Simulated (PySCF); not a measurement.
PySCF input (B3PW91/6-31G* (5d)):

```python
from pyscf import gto, dft

mol = gto.M(
    atom='''
    B     0.00000000    0.00000000    0.00000000
    H     0.00000000    0.00000000    1.17438077
    H    -0.00000000   -0.00000000   -1.17438077
    ''',
    basis='6-31g*',
    charge=1,
    spin=0,
    verbose=4,
)

mf = dft.RKS(mol, xc='b3pw91')
mf.grids.level = 3
mf.conv_tol = 1e-9
mf.max_cycle = 100
mf.max_memory = 1500
mf.kernel()
if not mf.converged:
    mf = mf.newton()
    mf.kernel(mf.make_rdm1())
mf.dip_moment()
```

Problem. What final total energy does it give?

Solution. -25.61326 Eh.
